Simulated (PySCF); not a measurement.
Record of a relaxation.

Compound: trans-Hf(PH3)2Cl4 (singlet state).
Bonds: Hf1–P2, Hf1–P6, Hf1–Cl10, Hf1–Cl11, Hf1–Cl12, Hf1–Cl13. Hydrogens: H3, H4, H5 on P2; H7, H8, H9 on P6.

Method: PBE0-D3(BJ)/def2-SVP geometry optimisation, gas phase, def2 core potentials past Kr (PySCF 2.14.0); density fitting, grid level 1; the optimiser is geomeTRIC in internal coordinates, started from a GFN2-xTB structure with every atom displaced at random (about 0.03 Å). The frame can shift and turn from step to step; on so coarse a grid that alone can change the energy by a few meV, and forces under 0.02 eV/Å are noise.

Step 0: E = -70035.4440 eV, largest atomic force 3.445 eV/Å
```
atom  x, y, z in Å  |  force x, y, z in eV/Å
Hf1     0.132   -0.032    0.012   -1.715   2.903  -0.706
P2     -0.129   -0.017    2.798    0.345  -1.204  -1.050
H3      0.684    0.795    3.505    1.076   1.402   0.663
H4      0.616   -1.178    3.146   -0.251  -0.069  -0.045
H5     -1.081   -0.108    3.774   -1.294  -0.166   0.643
P6      0.011   -0.042   -2.816    1.370   0.307   1.566
H7      0.835    0.714   -3.643    0.667   0.328  -0.121
H8     -1.107    0.626   -3.126   -1.826   1.031  -0.259
H9     -0.182   -1.052   -3.681   -0.193  -1.776  -1.091
Cl10    2.243    0.124    0.942    1.579  -0.031   0.424
Cl11   -2.285    0.110   -0.151    0.110   0.091   0.231
Cl12    0.286    2.268   -0.747    0.025   0.159  -0.059
Cl13    0.007   -2.260    0.010    0.106  -2.975  -0.197
```

Step 1: E = -70035.9175 eV, largest atomic force 2.116 eV/Å
```
atom  x, y, z in Å  |  force x, y, z in eV/Å
Hf1     0.148   -0.034    0.010   -1.118   1.757  -0.373
P2     -0.174   -0.011    2.796    0.736  -0.662  -0.346
H3      0.655    0.839    3.506    0.446   0.754   0.293
H4      0.558   -1.170    3.169   -0.174  -0.092   0.007
H5     -1.184   -0.104    3.749   -0.702  -0.035   0.097
P6      0.020   -0.046   -2.815    0.464   0.260   0.692
H7      0.869    0.730   -3.620    0.393   0.097  -0.018
H8     -1.132    0.640   -3.126   -0.871   0.459  -0.089
H9     -0.178   -1.107   -3.678   -0.002  -0.837  -0.429
Cl10    2.376    0.127    0.738    0.664  -0.204   0.383
Cl11   -2.271    0.115    0.029    0.127   0.062   0.067
Cl12    0.303    2.293   -0.678   -0.100  -0.026  -0.095
Cl13    0.041   -2.326   -0.058    0.136  -1.532  -0.189
```

Step 2: E = -70036.0517 eV, largest atomic force 0.697 eV/Å
```
atom  x, y, z in Å  |  force x, y, z in eV/Å
Hf1     0.110   -0.016   -0.014   -0.642   0.087  -0.055
P2     -0.086    0.019    2.778    0.298  -0.105   0.622
H3      0.783    0.924    3.475   -0.424  -0.064  -0.247
H4      0.621   -1.149    3.166   -0.222  -0.027  -0.003
H5     -1.171   -0.070    3.702    0.009   0.127  -0.177
P6      0.013   -0.024   -2.813   -0.579   0.127  -0.261
H7      0.921    0.781   -3.558   -0.004  -0.265   0.013
H8     -1.188    0.691   -3.132    0.332  -0.226   0.099
H9     -0.192   -1.165   -3.660    0.257   0.304   0.193
Cl10    2.272   -0.062    1.042    0.429   0.187  -0.364
Cl11   -2.296    0.125   -0.097    0.211  -0.140   0.232
Cl12    0.164    2.310   -0.710    0.307  -0.218   0.093
Cl13    0.081   -2.416   -0.158    0.027   0.213  -0.144
```

Step 3: E = -70036.2169 eV, largest atomic force 0.584 eV/Å
```
atom  x, y, z in Å  |  force x, y, z in eV/Å
Hf1     0.134   -0.021   -0.017    0.166  -0.249   0.191
P2     -0.130    0.044    2.782    0.510  -0.072   0.276
H3      0.671    0.976    3.513   -0.261  -0.098  -0.144
H4      0.524   -1.129    3.239   -0.074  -0.036   0.048
H5     -1.295   -0.023    3.601    0.090   0.118  -0.223
P6     -0.016   -0.017   -2.789   -0.362   0.061  -0.376
H7      0.899    0.744   -3.564   -0.017  -0.062   0.100
H8     -1.219    0.689   -3.099    0.251  -0.152  -0.022
H9     -0.183   -1.149   -3.645    0.076   0.150   0.238
Cl10    2.433   -0.095    0.734   -0.262   0.166   0.052
Cl11   -2.252    0.043    0.162   -0.093  -0.003  -0.019
Cl12    0.285    2.304   -0.626    0.032  -0.018  -0.031
Cl13    0.178   -2.418   -0.269   -0.057   0.196  -0.089
```

Step 4: E = -70036.2436 eV, largest atomic force 0.323 eV/Å
```
atom  x, y, z in Å  |  force x, y, z in eV/Å
Hf1     0.116   -0.030   -0.013    0.066  -0.013   0.122
P2     -0.094    0.029    2.787    0.272  -0.171   0.030
H3      0.682    0.972    3.510   -0.115   0.013  -0.071
H4      0.536   -1.148    3.266   -0.048  -0.002   0.043
H5     -1.275   -0.015    3.570   -0.020   0.084  -0.074
P6     -0.031   -0.033   -2.794   -0.211   0.127  -0.052
H7      0.900    0.718   -3.553    0.027  -0.043  -0.004
H8     -1.220    0.660   -3.141    0.075  -0.031  -0.057
H9     -0.184   -1.183   -3.614    0.077   0.038   0.087
Cl10    2.394    0.057    0.772   -0.060  -0.259   0.062
Cl11   -2.277    0.037    0.138    0.004   0.082   0.033
Cl12    0.358    2.299   -0.567   -0.182   0.040  -0.131
Cl13    0.128   -2.414   -0.340    0.116   0.134   0.012
```

Step 5: E = -70036.2852 eV, largest atomic force 0.330 eV/Å
```
atom  x, y, z in Å  |  force x, y, z in eV/Å
Hf1     0.122   -0.019    0.000   -0.101   0.031  -0.018
P2     -0.079    0.005    2.792    0.163  -0.251  -0.139
H3      0.678    0.969    3.493    0.003   0.094   0.066
H4      0.532   -1.169    3.298   -0.011   0.025   0.046
H5     -1.275   -0.014    3.545   -0.075   0.080  -0.003
P6     -0.031   -0.018   -2.794   -0.087   0.061   0.156
H7      0.914    0.718   -3.546    0.072  -0.029  -0.025
H8     -1.205    0.667   -3.177   -0.058   0.036  -0.056
H9     -0.167   -1.180   -3.587    0.062  -0.084  -0.053
Cl10    2.399    0.011    0.779   -0.036  -0.047   0.033
Cl11   -2.270    0.076    0.175    0.029   0.012   0.046
Cl12    0.274    2.299   -0.637   -0.011   0.034  -0.034
Cl13    0.139   -2.395   -0.319    0.051   0.039  -0.021
```

Step 6: E = -70036.3029 eV, largest atomic force 0.163 eV/Å
```
atom  x, y, z in Å  |  force x, y, z in eV/Å
Hf1     0.113   -0.005    0.006   -0.050   0.022  -0.063
P2     -0.057   -0.012    2.789    0.012  -0.125  -0.103
H3      0.676    0.980    3.479    0.000   0.030   0.058
H4      0.528   -1.177    3.343    0.009   0.026   0.042
H5     -1.284    0.007    3.496   -0.011   0.044   0.029
P6     -0.046   -0.015   -2.787   -0.026  -0.005   0.025
H7      0.927    0.688   -3.539    0.034   0.011   0.025
H8     -1.207    0.664   -3.221   -0.018   0.013  -0.045
H9     -0.145   -1.195   -3.562   -0.001  -0.050  -0.006
Cl10    2.387   -0.008    0.785    0.031   0.043   0.013
Cl11   -2.273    0.086    0.234   -0.002   0.000   0.026
Cl12    0.248    2.311   -0.654    0.017  -0.016   0.010
Cl13    0.162   -2.375   -0.347    0.006   0.007  -0.010
```

Step 7: E = -70036.3078 eV, largest atomic force 0.075 eV/Å
```
atom  x, y, z in Å  |  force x, y, z in eV/Å
Hf1     0.105    0.006    0.006   -0.007   0.014  -0.058
P2     -0.047   -0.022    2.790   -0.047  -0.033  -0.048
H3      0.669    0.981    3.485    0.013   0.011   0.022
H4      0.525   -1.177    3.376    0.009   0.012   0.023
H5     -1.286    0.022    3.474    0.005   0.002   0.035
P6     -0.053   -0.022   -2.789   -0.023  -0.020   0.028
H7      0.942    0.668   -3.524    0.012  -0.014   0.012
H8     -1.203    0.650   -3.269    0.002   0.007  -0.023
H9     -0.136   -1.221   -3.539    0.008  -0.007  -0.015
Cl10    2.385    0.010    0.776    0.020   0.045  -0.001
Cl11   -2.276    0.097    0.269   -0.001   0.001   0.010
Cl12    0.235    2.316   -0.672    0.012   0.001   0.015
Cl13    0.170   -2.360   -0.360   -0.002  -0.020   0.002
```

Step 8: E = -70036.3096 eV, largest atomic force 0.051 eV/Å
```
atom  x, y, z in Å  |  force x, y, z in eV/Å
Hf1     0.099    0.014    0.003    0.004   0.016  -0.023
P2     -0.048   -0.025    2.794   -0.048   0.011  -0.011
H3      0.664    0.985    3.486    0.010  -0.003  -0.002
H4      0.523   -1.171    3.397    0.010   0.009   0.003
H5     -1.287    0.030    3.479    0.008  -0.013   0.018
P6     -0.055   -0.035   -2.791   -0.015  -0.020  -0.002
H7      0.956    0.641   -3.518    0.011  -0.003   0.012
H8     -1.193    0.633   -3.303    0.012   0.006  -0.006
H9     -0.123   -1.242   -3.531   -0.001  -0.002   0.002
Cl10    2.381    0.040    0.769   -0.002   0.019  -0.008
Cl11   -2.281    0.109    0.280    0.006   0.002   0.002
Cl12    0.224    2.321   -0.685    0.001  -0.005   0.004
Cl13    0.169   -2.352   -0.357    0.005  -0.017   0.011
```

Step 9: E = -70036.3101 eV, largest atomic force 0.054 eV/Å
```
atom  x, y, z in Å  |  force x, y, z in eV/Å
Hf1     0.089    0.027    0.000    0.003  -0.009   0.005
P2     -0.056   -0.022    2.796   -0.022   0.039   0.030
H3      0.657    0.992    3.483    0.002  -0.008  -0.017
H4      0.521   -1.161    3.408    0.011   0.004  -0.017
H5     -1.289    0.035    3.493    0.005  -0.018  -0.006
P6     -0.050   -0.056   -2.792   -0.011  -0.025  -0.019
H7      0.979    0.609   -3.503    0.006  -0.014   0.007
H8     -1.174    0.610   -3.339    0.016   0.005   0.012
H9     -0.107   -1.273   -3.518    0.003   0.007   0.000
Cl10    2.373    0.083    0.759   -0.007  -0.003   0.001
Cl11   -2.289    0.127    0.284   -0.001   0.010  -0.003
Cl12    0.211    2.322   -0.724   -0.016   0.014   0.004
Cl13    0.166   -2.345   -0.324    0.010   0.000   0.003
```

Step 10: E = -70036.3101 eV, largest atomic force 0.062 eV/Å
```
atom  x, y, z in Å  |  force x, y, z in eV/Å
Hf1     0.078    0.037   -0.003   -0.018   0.016   0.025
P2     -0.065   -0.010    2.796    0.004   0.043   0.045
H3      0.650    1.007    3.477   -0.006  -0.003  -0.021
H4      0.522   -1.143    3.409    0.010  -0.004  -0.023
H5     -1.290    0.044    3.506   -0.004  -0.017  -0.020
P6     -0.042   -0.083   -2.792    0.001   0.001  -0.022
H7      1.004    0.570   -3.490    0.005  -0.011  -0.004
H8     -1.152    0.582   -3.367    0.011   0.009   0.012
H9     -0.089   -1.307   -3.507    0.002   0.007   0.013
Cl10    2.362    0.114    0.754   -0.003  -0.014   0.003
Cl11   -2.299    0.146    0.278   -0.002  -0.007   0.002
Cl12    0.187    2.329   -0.737   -0.005  -0.016  -0.015
Cl13    0.164   -2.338   -0.302    0.006  -0.005   0.005
```

Step 11: E = -70036.3101 eV, largest atomic force 0.045 eV/Å
```
atom  x, y, z in Å  |  force x, y, z in eV/Å
Hf1     0.072    0.042   -0.002   -0.022  -0.007   0.020
P2     -0.071    0.000    2.795    0.014   0.032   0.029
H3      0.645    1.019    3.471   -0.009   0.001  -0.009
H4      0.523   -1.133    3.402    0.007   0.000  -0.016
H5     -1.294    0.048    3.509   -0.004  -0.011  -0.016
P6     -0.035   -0.096   -2.790    0.011  -0.004  -0.015
H7      1.017    0.552   -3.484    0.005  -0.008  -0.002
H8     -1.139    0.572   -3.374    0.008   0.006   0.007
H9     -0.079   -1.321   -3.500   -0.006   0.001   0.006
Cl10    2.356    0.126    0.756   -0.003  -0.009   0.003
Cl11   -2.306    0.151    0.276    0.003  -0.006   0.002
Cl12    0.178    2.326   -0.759   -0.004  -0.003  -0.003
Cl13    0.163   -2.337   -0.278    0.001   0.008  -0.004
```

Step 12: E = -70036.3102 eV, largest atomic force 0.023 eV/Å
```
atom  x, y, z in Å  |  force x, y, z in eV/Å
Hf1     0.069    0.040    0.000   -0.016  -0.013   0.007
P2     -0.073    0.009    2.794    0.009   0.021   0.003
H3      0.642    1.030    3.467   -0.006   0.005   0.002
H4      0.525   -1.124    3.396    0.005   0.003  -0.003
H5     -1.297    0.055    3.506   -0.003  -0.011  -0.003
P6     -0.030   -0.101   -2.789    0.016   0.000   0.000
H7      1.024    0.544   -3.482    0.003  -0.007  -0.002
H8     -1.133    0.568   -3.373    0.005   0.005  -0.002
H9     -0.074   -1.328   -3.497   -0.009  -0.003   0.000
Cl10    2.352    0.122    0.760    0.001  -0.002   0.001
Cl11   -2.309    0.147    0.276   -0.001  -0.008   0.002
Cl12    0.173    2.323   -0.760   -0.001   0.002  -0.001
Cl13    0.163   -2.339   -0.275   -0.002   0.008  -0.003
```

Q: Summarise the path.

A: The energy falls by 0.8662 eV from step 0 to step 12; nine tenths of that is first reached at step 4. It falls at every step. The largest force goes from 3.445 to 0.023 eV/Å. Among the bonds Hf1–Cl13 changes most, from 2.231 to 2.397 Å; the atoms move by 0.247 Å rms after alignment.

Q: Follow the three bonds and two angles with the largest change from start to end.

A: 
| step | E above end (eV) | largest force (eV/Å) | Hf1–Cl13 (Å) | Hf1–Cl10 (Å) | P6–H8 (Å) | Hf1–P2–H5 (°) | Hf1–P2–H4 (°) |
| --- | --- | --- | --- | --- | --- | --- | --- |
| 0 | 0.8662 | 3.445 | 2.231 | 2.312 | 1.338 | 140.8 | 101.0 |
| 1 | 0.3927 | 2.116 | 2.295 | 2.350 | 1.377 | 139.7 | 101.3 |
| 2 | 0.2585 | 0.697 | 2.404 | 2.407 | 1.434 | 134.3 | 103.1 |
| 3 | 0.0933 | 0.584 | 2.410 | 2.419 | 1.429 | 130.3 | 105.0 |
| 4 | 0.0666 | 0.323 | 2.406 | 2.411 | 1.419 | 127.8 | 106.6 |
| 5 | 0.0250 | 0.330 | 2.397 | 2.406 | 1.412 | 126.3 | 108.5 |
| 6 | 0.0073 | 0.163 | 2.396 | 2.404 | 1.414 | 123.4 | 111.5 |
| 7 | 0.0024 | 0.075 | 2.395 | 2.406 | 1.415 | 122.0 | 113.5 |
| 8 | 0.0006 | 0.051 | 2.395 | 2.408 | 1.416 | 121.9 | 114.6 |
| 9 | 0.0001 | 0.054 | 2.396 | 2.408 | 1.416 | 122.3 | 115.2 |
| 10 | 0.0001 | 0.062 | 2.396 | 2.408 | 1.416 | 123.0 | 115.1 |
| 11 | 0.0001 | 0.045 | 2.396 | 2.408 | 1.416 | 123.2 | 114.8 |
| 12 | 0.0000 | 0.023 | 2.397 | 2.408 | 1.416 | 123.1 | 114.3 |

What follows is the cost of the whole optimisation. On Arm Neoverse V1, one thread, no GPU, on a shared host, this took 5.5 min and 0.78 GiB of memory at its peak.
